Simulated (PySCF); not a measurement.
Vertical excitations of a molecule C₂H₇BO₂ from PySCF with TDA-ωB97X/def2-SVPD, as energy in eV (oscillator strength): 8.47 (0.034), 8.58 (0.000), 8.92 (0.005), 9.23 (0.011), 9.37 (0.022), 9.54 (0.021), 9.92 (0.018), 9.96 (0.130), 10.09 (0.022), 10.21 (0.055). Lowest triplet (TDA): 8.18 eV. Geometry optimised at PBE0-D3(BJ)/def2-SVP. One conformer was computed; it need not be the lowest.

### Question
Which molecule gave these data?
(A) CB(O)CO
(B) CCB(O)O
(C) COB(C)O
(D) COBOC

### Answer
B, CCB(O)O
